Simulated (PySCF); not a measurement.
HF5OW, singlet, at a GFN2-xTB geometry (such geometries of metal compounds can be far from the true shape) (core potentials on W); DF-CAMB3LYP/def2-SVP (PySCF).

The PySCF input:
```python
from pyscf import gto, scf, dft

mol = gto.Mole()
mol.atom = '''
    W     0.00634034   -0.01303555    0.00301076
    F    -0.78081071    1.60532460   -0.37077427
    F     1.41436142    0.93232006    0.77031304
    F     0.84277491    0.09380034   -1.65648816
    F    -0.89290696    0.00926971    1.63268256
    F    -1.46449346   -0.82925000   -0.79411864
    O     0.78305903   -1.60994707    0.37184191
    H     1.19601609   -2.45897504    0.56793790
'''
mol.basis = 'def2-svp'
mol.ecp = {'W': 'def2-svp'}
mol.verbose = 4
mol.build()

mf = dft.RKS(mol)
mf.xc = 'camb3lyp'
mf.diis = False
mf.max_cycle = 100
mf = mf.density_fit(auxbasis='def2-universal-jkfit')
mf.kernel()
mf.analyze()
```

Problem. Write the output that PySCF gives for this input, abridged.

Solution. 
```
PySCF version 2.14.0

[INPUT] verbose = 4
[INPUT] num. atoms = 8
[INPUT] num. electrons = 68
[INPUT] charge = 0
[INPUT] spin (= nelec alpha-beta = 2S) = 0
[INPUT] symmetry False subgroup None
[INPUT] Mole.unit = angstrom
[INPUT] Symbol           X                Y                Z      unit          X                Y                Z       unit  Magmom
[...]
nuclear repulsion = 448.966405656396
number of shells = 51
number of NR pGTOs = 208
number of NR cGTOs = 121
basis = def2-svp
ecp = {'W': 'def2-svp'}

******** <class 'pyscf.df.df_jk.DFRKS'> ********
method = DFRKS
initial guess = minao
damping factor = 0
level_shift factor = 0
DIIS disabled
SCF conv_tol = 1e-09
SCF conv_tol_grad = None
SCF max_cycles = 100
direct_scf = False
XC library pyscf.dft.libxc version 7.1.2
    S. Lehtola, C. Steigemann, M. J. T. Oliveira, and M. A. L. Marques,  SoftwareX 7, 1–5 (2018)
XC functionals = camb3lyp
    T. Yanai, D. P. Tew, and N. C. Handy,  Chem. Phys. Lett. 393, 51 (2004)
radial grids:
    Treutler-Ahlrichs [JCP 102, 346 (1995); DOI:10.1063/1.469408] (M4) radial grids

becke partition: Becke, JCP 88, 2547 (1988); DOI:10.1063/1.454033
pruning grids: <function nwchem_prune>
grids dens level: 3
symmetrized grids: False
atomic radii adjust function: <function treutler_atomic_radii_adjust>
small_rho_cutoff = 0
Set gradient conv threshold to 3.16228e-05
Initial guess from minao.
tot grids = 119512
******** <class 'pyscf.df.df.DF'> ********
auxbasis = def2-universal-jkfit
Create RSH-DF object <pyscf.df.df.DF object> for omega=0.33
******** <class 'pyscf.df.df.DF'> ********
auxbasis = auxmol.basis = def2-universal-jkfit
init E= -628.933590905365
[...]
cycle= 1 E= -641.23533582524  delta_E= -12.3  |g|= 1.72  |ddm|= 7.33
[...]
cycle= 2 E= -639.425197068548  delta_E= 1.81  |g|=  3.7  |ddm|= 3.37
[...]
cycle= 3 E= -638.625552568768  delta_E=  0.8  |g|= 4.11  |ddm|= 4.98
[...]
cycle= 4 E= -626.708222424706  delta_E= 11.9  |g|= 7.94  |ddm|= 9.09

WARN: HOMO 0.0577081034211833 == LUMO 0.0577091198849212

cycle= 5 E= -604.712029366763  delta_E=   22  |g|= 9.06  |ddm|= 13.7
[...]
cycle= 6 E= -550.828830824383  delta_E= 53.9  |g|= 16.1  |ddm|= 38.7
[...]
cycle= 7 E= -517.673696066493  delta_E= 33.2  |g|= 13.1  |ddm|= 49.1
[...]
cycle= 8 E= -399.280291170338  delta_E=  118  |g|= 19.7  |ddm|= 66.1
[...]
cycle= 9 E= -489.218544525292  delta_E= -89.9  |g|= 15.4  |ddm|= 64.1
[...]
cycle= 10 E= -395.027405590966  delta_E= 94.2  |g|= 18.5  |ddm|= 70.4
[...]
cycle= 11 E= -489.992432196618  delta_E=  -95  |g|= 16.2  |ddm|=   69
[...]
cycle= 12 E= -395.298515459575  delta_E= 94.7  |g|= 18.3  |ddm|= 64.6
[...]
cycle= 13 E= -490.591452036587  delta_E= -95.3  |g|= 16.5  |ddm|= 64.5
[...]
cycle= 14 E= -395.457068440423  delta_E= 95.1  |g|= 18.2  |ddm|= 63.4
[...]
cycle= 15 E= -490.738402867712  delta_E= -95.3  |g|= 16.6  |ddm|= 63.3
[...]
cycle= 16 E= -395.482949434634  delta_E= 95.3  |g|= 18.2  |ddm|= 63.2
[...]
cycle= 17 E= -490.763781757595  delta_E= -95.3  |g|= 16.6  |ddm|= 63.2
[...]
cycle= 18 E= -395.486481781433  delta_E= 95.3  |g|= 18.2  |ddm|= 63.1
[...]
cycle= 19 E= -490.767886139415  delta_E= -95.3  |g|= 16.6  |ddm|= 63.1
[...]
cycle= 20 E= -395.487087204538  delta_E= 95.3  |g|= 18.2  |ddm|= 63.1
[...]
cycle= 21 E= -490.768559210929  delta_E= -95.3  |g|= 16.6  |ddm|= 63.1
[...]
cycle= 22 E= -395.487282991612  delta_E= 95.3  |g|= 18.2  |ddm|= 63.1
[...]
cycle= 23 E= -490.768681292261  delta_E= -95.3  |g|= 16.6  |ddm|= 63.1
[...]
cycle= 24 E= -395.487388840108  delta_E= 95.3  |g|= 18.2  |ddm|= 63.1
[...]
cycle= 25 E= -490.768709020036  delta_E= -95.3  |g|= 16.6  |ddm|= 63.1
[...]
cycle= 26 E= -395.487455740487  delta_E= 95.3  |g|= 18.2  |ddm|= 63.1
[...]
cycle= 27 E= -490.768718913178  delta_E= -95.3  |g|= 16.6  |ddm|= 63.1
[...]
cycle= 28 E= -395.487498386094  delta_E= 95.3  |g|= 18.2  |ddm|= 63.1
[...]
cycle= 29 E= -490.768724285776  delta_E= -95.3  |g|= 16.6  |ddm|= 63.1
[...]
cycle= 30 E= -395.48752507041  delta_E= 95.3  |g|= 18.2  |ddm|= 63.1
[...]
[...]
[...]
cycle= 57 E= -490.768733136034  delta_E= -95.3  |g|= 16.6  |ddm|= 63.1
[...]
cycle= 58 E= -395.487566469765  delta_E= 95.3  |g|= 18.2  |ddm|= 63.1
[...]
cycle= 59 E= -490.768733138927  delta_E= -95.3  |g|= 16.6  |ddm|= 63.1
[...]
cycle= 60 E= -395.487566482286  delta_E= 95.3  |g|= 18.2  |ddm|= 63.1
[...]
cycle= 61 E= -490.768733140652  delta_E= -95.3  |g|= 16.6  |ddm|= 63.1
[...]
cycle= 62 E= -395.487566489767  delta_E= 95.3  |g|= 18.2  |ddm|= 63.1
[...]
cycle= 63 E= -490.76873314168  delta_E= -95.3  |g|= 16.6  |ddm|= 63.1
[...]
cycle= 64 E= -395.487566494206  delta_E= 95.3  |g|= 18.2  |ddm|= 63.1
[...]
cycle= 65 E= -490.768733142297  delta_E= -95.3  |g|= 16.6  |ddm|= 63.1
[...]
cycle= 66 E= -395.487566496877  delta_E= 95.3  |g|= 18.2  |ddm|= 63.1
[...]
cycle= 67 E= -490.768733142665  delta_E= -95.3  |g|= 16.6  |ddm|= 63.1
[...]
cycle= 68 E= -395.487566498454  delta_E= 95.3  |g|= 18.2  |ddm|= 63.1
[...]
cycle= 69 E= -490.768733142885  delta_E= -95.3  |g|= 16.6  |ddm|= 63.1
[...]
cycle= 70 E= -395.487566499389  delta_E= 95.3  |g|= 18.2  |ddm|= 63.1
[...]
cycle= 71 E= -490.768733143008  delta_E= -95.3  |g|= 16.6  |ddm|= 63.1
[...]
cycle= 72 E= -395.487566499972  delta_E= 95.3  |g|= 18.2  |ddm|= 63.1
[...]
cycle= 73 E= -490.76873314309  delta_E= -95.3  |g|= 16.6  |ddm|= 63.1
[...]
cycle= 74 E= -395.487566500324  delta_E= 95.3  |g|= 18.2  |ddm|= 63.1
[...]
cycle= 75 E= -490.768733143141  delta_E= -95.3  |g|= 16.6  |ddm|= 63.1
[...]
cycle= 76 E= -395.487566500522  delta_E= 95.3  |g|= 18.2  |ddm|= 63.1
[...]
cycle= 77 E= -490.768733143164  delta_E= -95.3  |g|= 16.6  |ddm|= 63.1
[...]
cycle= 78 E= -395.487566500627  delta_E= 95.3  |g|= 18.2  |ddm|= 63.1
[...]
cycle= 79 E= -490.768733143182  delta_E= -95.3  |g|= 16.6  |ddm|= 63.1
[...]
cycle= 80 E= -395.487566500707  delta_E= 95.3  |g|= 18.2  |ddm|= 63.1
[...]
cycle= 81 E= -490.768733143193  delta_E= -95.3  |g|= 16.6  |ddm|= 63.1
[...]
cycle= 82 E= -395.487566500725  delta_E= 95.3  |g|= 18.2  |ddm|= 63.1
[...]
cycle= 83 E= -490.768733143198  delta_E= -95.3  |g|= 16.6  |ddm|= 63.1
[...]
cycle= 84 E= -395.487566500761  delta_E= 95.3  |g|= 18.2  |ddm|= 63.1
[...]
cycle= 85 E= -490.768733143202  delta_E= -95.3  |g|= 16.6  |ddm|= 63.1
[...]
cycle= 86 E= -395.487566500789  delta_E= 95.3  |g|= 18.2  |ddm|= 63.1
[...]
cycle= 87 E= -490.768733143202  delta_E= -95.3  |g|= 16.6  |ddm|= 63.1
[...]
cycle= 88 E= -395.487566500785  delta_E= 95.3  |g|= 18.2  |ddm|= 63.1
[...]
cycle= 89 E= -490.768733143204  delta_E= -95.3  |g|= 16.6  |ddm|= 63.1
[...]
cycle= 90 E= -395.487566500817  delta_E= 95.3  |g|= 18.2  |ddm|= 63.1
[...]
cycle= 91 E= -490.7687331432  delta_E= -95.3  |g|= 16.6  |ddm|= 63.1
[...]
cycle= 92 E= -395.487566500806  delta_E= 95.3  |g|= 18.2  |ddm|= 63.1
[...]
cycle= 93 E= -490.768733143203  delta_E= -95.3  |g|= 16.6  |ddm|= 63.1
[...]
cycle= 94 E= -395.487566500816  delta_E= 95.3  |g|= 18.2  |ddm|= 63.1
[...]
cycle= 95 E= -490.768733143205  delta_E= -95.3  |g|= 16.6  |ddm|= 63.1
[...]
cycle= 96 E= -395.487566500793  delta_E= 95.3  |g|= 18.2  |ddm|= 63.1
[...]
cycle= 97 E= -490.768733143205  delta_E= -95.3  |g|= 16.6  |ddm|= 63.1
[...]
cycle= 98 E= -395.487566500818  delta_E= 95.3  |g|= 18.2  |ddm|= 63.1
[...]
cycle= 99 E= -490.768733143206  delta_E= -95.3  |g|= 16.6  |ddm|= 63.1
[...]
cycle= 100 E= -395.487566500804  delta_E= 95.3  |g|= 18.2  |ddm|= 63.1
SCF not converged.
SCF energy = -395.487566500804
**** SCF Summaries ****
Total Energy =                        -395.487566500803553
Nuclear Repulsion Energy =             448.966405656396375
One-electron Energy =                -1755.574723752032241
Two-electron Energy =                  911.120751594832313
Two-electron Coulomb Energy =          983.152492963462009
DFT Exchange-Correlation Energy =      -72.031741368629682
HOMO-LUMO gap [eV] =                     0.065789830724582
**** MO energy ****
[...]
Dipole moment(X, Y, Z, Debye): 112.97520, -232.28059, 53.64609
```

Convergence was not reached.
